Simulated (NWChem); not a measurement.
System: C2H4GeO; SMILES C1=[CH][GeH2][O]1

NWChem printed, in part:

```
             Northwest Computational Chemistry Package (NWChem) 7.3.0
             --------------------------------------------------------

                             Geometry "geometry" -> ""
                             -------------------------

 Output coordinates in angstroms (scale by  1.889725989 to convert to a.u.)

  No.       Tag          Charge          X              Y              Z
 ---- ---------------- ---------- -------------- -------------- --------------
    1 C                    6.0000     0.00169100    -1.60776700     0.00000000
    2 C                    6.0000     1.12748300    -0.85772900     0.00000000
    3 Ge                  32.0000    -0.04256500     0.66405300     0.00000000
    4 O                    8.0000    -1.13266700    -0.86972800     0.00000000
    5 H                    1.0000    -0.11971800    -2.69974400     0.00000000
    6 H                    1.0000     2.17319400    -1.15406400     0.00000000
    7 H                    1.0000    -0.28334800     1.49519300    -1.27051900
    8 H                    1.0000    -0.28334800     1.49519300     1.27051900

 Effective nuclear repulsion energy (a.u.)     266.5797796665

                              NWChem Property Module
                              ----------------------

  itol2e modified to match energy
  convergence criterion.

                                 NWChem DFT Module
                                 -----------------

 Summary of "ao basis" -> "ao basis" (spherical)
 ------------------------------------------------------------------------------
       Tag                 Description            Shells   Functions and Types
 ---------------- ------------------------------  ------  ---------------------
 C                           6-31g*                  6       14   3s2p1d
 Ge                          6-31g*                 12       32   5s4p3d
 O                           6-31g*                  6       14   3s2p1d
 H                           6-31g*                  2        2   2s

  itol2e modified to match energy
  convergence criterion.

[...]

          -----------------------------------------
          Chemical Shielding Tensors (GIAO, in ppm)
          -----------------------------------------

                                NWChem CPHF Module
                                ------------------

  scftype          =     RHF
  nclosed          =       28
  nopen            =        0
  variables        =     1512
  # of vectors     =        3
  tolerance        = 0.10D-03
  level shift      = 0.00D+00
  max iterations   =       50
  max subspace     =       30

 SCF residual:    1.8753371272232970E-005

Iterative solution of linear equations
  No. of variables     1512
  No. of equations        3
  Maximum subspace       30
        Iterations       50
       Convergence  1.0D-04

   iter   nsub   residual    time
   ----  ------  --------  ---------
     1      3    6.47D-01      48.2
     2      6    4.75D-02      52.8
     3      9    2.37D-03      57.5
     4     12    1.09D-04      62.2
     5     15    4.60D-06      67.7

      Atom:    1  C
        Diamagnetic
    262.9019     -1.8744     -0.0000
     -1.8744    262.6745     -0.0000
     -0.0000     -0.0000    236.2640

        Paramagnetic
   -249.1717     55.2895      0.0000
     55.2895   -284.2715      0.0000
      0.0000      0.0000   -145.6208

        Total Shielding Tensor
     13.7302     53.4151      0.0000
     53.4151    -21.5971      0.0000
      0.0000      0.0000     90.6432

           isotropic =      27.5921
          anisotropy =      94.5766

          Principal Components and Axis System
                 1           2           3
               90.6432    -60.1933     52.3265

      1         0.0000     -0.5857      0.8105
      2         0.0000      0.8105      0.5857
      3         1.0000      0.0000     -0.0000

      Atom:    2  C
        Diamagnetic
    262.9558     -9.5963     -0.0000
     -9.5963    260.8615     -0.0000
     -0.0000     -0.0000    229.1489

        Paramagnetic
   -181.7861     65.0521      0.0000
     65.0521   -180.5614      0.0000
      0.0000      0.0000    -85.8045

        Total Shielding Tensor
     81.1697     55.4559      0.0000
     55.4559     80.3001     -0.0000
      0.0000     -0.0000    143.3444

           isotropic =     101.6047
          anisotropy =      62.6095

          Principal Components and Axis System
                 1           2           3
              143.3444    136.1925     25.2773

      1         0.0000      0.7099     -0.7043
      2         0.0000      0.7043      0.7099
      3         1.0000     -0.0000      0.0000

      Atom:    3  Ge
        Diamagnetic
   2760.8827      1.8311      0.0000
      1.8311   2762.4769      0.0000
      0.0000      0.0000   2756.2567

        Paramagnetic
  -1153.7196     49.9626     -0.0000
     49.9626  -1275.3152      0.0000
     -0.0000      0.0000  -1472.9998

        Total Shielding Tensor
   1607.1631     51.7938     -0.0000
     51.7938   1487.1617      0.0000
     -0.0000      0.0000   1283.2569

           isotropic =    1459.1939
          anisotropy =     250.8478

          Principal Components and Axis System
                 1           2           3
             1626.4257   1467.8991   1283.2569

      1         0.9373     -0.3486      0.0000
      2         0.3486      0.9373     -0.0000
      3        -0.0000      0.0000      1.0000

      Atom:    4  O
        Diamagnetic
    390.0309     -2.8710     -0.0000
     -2.8710    405.4899      0.0000
     -0.0000      0.0000    366.0632

[...]
```

Level: B3LYP/6-31G* (spherical d), GIAO. Structure relaxed at the PBE0/def2-SVP level. The printed shielding anisotropy is the first printed principal value minus the mean of the other two.

Q: Write an input that gives this output.

A: This is not unique; one that fits is the input that was run:
```
start job
memory heap 200 mb stack 900 mb global 1100 mb
geometry units angstroms noautosym nocenter noautoz
  C      0.001691    -1.607767     0.000000
  C      1.127483    -0.857729     0.000000
  Ge    -0.042565     0.664053     0.000000
  O     -1.132667    -0.869728     0.000000
  H     -0.119718    -2.699744     0.000000
  H      2.173194    -1.154064     0.000000
  H     -0.283348     1.495193    -1.270519
  H     -0.283348     1.495193     1.270519
end
basis spherical
  * library 6-31g*
end
dft
  xc b3lyp
  iterations 150
end
property
  shielding 7 1 2 3 4 5 6 7
end
task dft property
```
